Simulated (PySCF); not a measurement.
# Shapes and spin states of HCrO

Method: PBE0/[Cr def2-TZVP, O def2-TZVP, H def2-TZVP], no relativity, density fitting, PySCF.

Relaxations began from a few typed shapes and spin states; open shells are unrestricted. The search is not exhaustive: other isomers or separated fragments can lie lower, and high-lying points may rest on an excited occupation.

(1) Which is the lowest minimum found?
A. broken-symmetry Ms = 1/2 (⟨S²⟩ 1.68) Cs: Cr–H 1.633 Å, Cr–O 1.546 Å; H–Cr–O 116.1°
B. quartet Cs: Cr–H 1.645 Å, Cr–O 1.575 Å; H–Cr–O 118.0°
C. broken-symmetry Ms = 1/2 (⟨S²⟩ 1.60) C∞v: Cr–H 1.769 Å, Cr–O 1.568 Å; H–Cr–O 180.0°
D. broken-symmetry Ms = 1/2 (⟨S²⟩ 1.68) Cs: Cr–H 1.631 Å, Cr–O 1.547 Å; H–Cr–O 115.5°

## Answers

(1) B. The others lie at 89.6 (broken-symmetry Ms = 1/2 Cs), 90.0 (broken-symmetry Ms = 1/2 Cs), 160.2 (broken-symmetry Ms = 1/2 C∞v, a saddle point) kJ/mol above it.

For the lowest minimum: with open d or f shells other occupations or spin states may lie lower.

The electron or spin density has lower symmetry than the nuclear frame for the broken-symmetry Ms = 1/2 (⟨S²⟩ 1.68) Cs at 89.6 kJ/mol, broken-symmetry Ms = 1/2 (⟨S²⟩ 1.60) C∞v at 160.2 kJ/mol.
